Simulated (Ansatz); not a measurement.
Al17As17H40. Charge 0, multiplicity 1. Geometry PBE-D4/def2-SVP, basis def2-SVP, Ansatz.

```xyz
74

As   -0.439    0.265    5.419
Al    1.586   -1.219    5.029
Al    2.827    2.554    3.443
As    2.615    0.059    3.165
Al    4.711   -1.153    2.613
As    5.417    0.241    0.603
Al   -2.213   -0.180    3.743
As   -2.187   -2.717    3.629
Al   -1.062    2.927    1.923
As    1.331    3.436    1.590
As   -1.136    0.441    1.632
Al    1.130   -0.488    1.340
Al   -1.303   -3.887    1.595
As    0.942   -2.972    1.090
Al    2.111    2.929   -0.697
As    1.841    0.442   -0.829
Al    4.116   -0.203   -1.462
Al    1.792   -3.887   -1.051
As    3.985   -2.739   -1.453
Al   -4.941    3.255    0.651
As   -2.535    3.733    0.099
As   -4.832    0.713    0.253
Al   -2.598   -0.273   -0.178
As   -2.625   -2.775   -0.217
Al   -1.818    3.162   -2.208
As    0.583    3.738   -2.475
As   -1.908    0.657   -2.322
Al    0.332   -0.255   -2.609
Al   -2.007   -3.734   -2.433
As    0.271   -2.754   -2.677
Al    1.518    3.291   -4.766
As    1.206    0.735   -4.707
Al   -3.398    0.097   -4.238
As   -3.476   -2.454   -3.993
H    -1.060    0.219    6.810
H    -0.122    1.751    5.348
H     2.470   -1.326    6.358
H     0.836   -2.530    4.437
H     2.137    2.973    4.834
H     4.336    2.971    3.071
H     5.842   -1.060    3.741
H     4.374   -2.560    1.887
H     5.306    1.738    0.859
H     6.900    0.179    0.252
H    -3.718    0.305    3.969
H    -1.685   -3.402    4.891
H    -3.641   -3.188    3.707
H    -1.619    3.281    3.387
H     1.418    4.959    1.697
H    -1.464   -5.474    1.652
H     1.862   -3.568    2.146
H     3.651    3.291   -0.970
H     4.650    0.271   -2.892
H     1.868   -5.474   -1.202
H     5.045   -3.391   -0.578
H     4.475   -3.261   -2.802
H    -5.184    3.375    2.231
H    -5.942    3.822   -0.463
H    -2.453    5.258    0.150
H    -5.503   -0.074    1.371
H    -5.718    0.259   -0.901
H    -4.077   -3.196   -0.007
H    -2.756    3.776   -3.351
H     0.613    5.263   -2.374
H    -2.083   -5.323   -2.554
H     0.743   -3.179   -4.065
H     3.108    3.490   -4.781
H     0.531    3.803   -5.919
H     2.485   -0.009   -5.075
H     0.316    0.222   -5.831
H    -4.896    0.585   -3.948
H    -2.608    0.321   -5.618
H    -4.882   -2.923   -3.629
H    -3.395   -3.161   -5.343
```

```tsv
run	HOMO (eV)	LUMO (eV)
A	-6.06	-2.67
B	-5.78	-2.75
C	-6.20	-2.83
D	-6.74	-2.14
```

Single mean-field runs in def2-SVP are fitted with def2-universal-jkfit.

Problem. The runs used B97M-V, PBE, PBE0, r2SCAN. Estimate which is which.

Solution. A r2SCAN (0 % exact exchange); B PBE (0 % exact exchange); C B97M-V (0 % exact exchange); D PBE0 (25 % exact exchange). Exact exchange lowers occupied and raises empty levels; among semilocal functionals meta-GGAs tend to open the gap a little, and such runs are hard to tell apart. The gap grows from 3.03 eV (PBE) to 4.60 eV (PBE0).
